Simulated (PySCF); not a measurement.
PBE0 on Li⁻ (lithium, charge -1), [He] 2s2, closed-shell 1S. Computed with PySCF 2.14 in aug-cc-pCVTZ-DK with one added diffuse shell each of s, p, d, f type (8s7p5d3f, 75 functions), with scalar relativity by spin-free X2C-1e.

```
cycle= 1 E= -7.48591757688918  delta_E= -0.00135  |g|= 0.00499  |ddm|= 1.14
cycle= 2 E= -7.48597170247977  delta_E= -5.41e-05  |g|= 0.00144  |ddm|= 0.15
cycle= 3 E= -7.48598006269794  delta_E= -8.36e-06  |g|= 0.000343  |ddm|= 0.0643
cycle= 4 E= -7.48598059476855  delta_E= -5.32e-07  |g|= 4.86e-05  |ddm|= 0.00704
cycle= 5 E= -7.48598069324356  delta_E= -9.85e-08  |g|= 1.61e-05  |ddm|= 0.00654
cycle= 6 E= -7.48598070201505  delta_E= -8.77e-09  |g|= 2.98e-06  |ddm|= 0.00176
cycle= 7 E= -7.48598070219541  delta_E= -1.8e-10  |g|= 1.16e-07  |ddm|= 0.000397
converged SCF energy = -7.48598070219541  <S^2> = -8.8817842e-16  2S+1 = 1
```

Highest occupied orbital energy: 0.453 eV; ⟨L²⟩ = 0.00; populations by l: s 4.00, p 0.00, d 0.00, f 0.00.

(1) Can this result be used?

Answers

(1) With care. Self-consistency was reached. At PBE0 the highest occupied level has a positive energy, so only the finite basis holds that electron; in a semilocal or global hybrid functional this comes from self-interaction and does not mean that the real anion is unbound.
